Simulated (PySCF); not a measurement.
**$^{19}$F chemical shifts**

No solvent model, no relativistic terms, a single conformation, fast rotation and ring inversion assumed for equivalent nuclei. Structure optimised with GFN2-xTB; NMR shieldings at PBE0/pcSseg-1/GIAO; PySCF 2.14.

Shieldings were converted by a linear fit to measured shifts: $^{19}$F: δ = 146.13 − 0.903σ +14.6 on sp3 carbon (rms 6.0 ppm, 223 shifts, 7.0 ppm with the 5 outliers that the fit left out vs CFCl3, solution or neat liquid). A few per cent of atoms miss by over 2 rms, more outside the fitted compound classes.

Q: Give the $^{19}$F shifts of `C=C(F)C1=CC(F)(F)C(=O)O1`.

A: 
```
                                                                 compound                         environment  δ (ppm)
[CH2:1]=[C:2]([F:3])[C:4]1=[CH:5][C:6]([F:7])([F:8])[C:9](=[O:10])[O:11]1  F7/8: fluorine of a CF2 group (×2)    -99.9
[CH2:1]=[C:2]([F:3])[C:4]1=[CH:5][C:6]([F:7])([F:8])[C:9](=[O:10])[O:11]1                F3: vinylic fluorine   -121.6
```

Q: Match the shifts -146.4, -156.0, -174.0, -215.1, -257.1 ppm to `CCC[C@]1(F)CS1`, `CCCC1=CC[C@@H](F)[S@@]1=O`, `FC#CF`, `CS/C(=C\F)[C@@H](C)C(C)=O`, `C[Si@@H](N[SiH3])C1(F)CC1`.

A: -146.4: CS/C(=C\F)[C@@H](C)C(C)=O (vinylic fluorine); -156.0: CCC[C@]1(F)CS1 (fluorine on an sp3 carbon); -174.0: CCCC1=CC[C@@H](F)[S@@]1=O (fluorine on an sp3 carbon); -215.1: C[Si@@H](N[SiH3])C1(F)CC1 (fluorine on an sp3 carbon); -257.1: FC#CF (fluorine bonded to C).
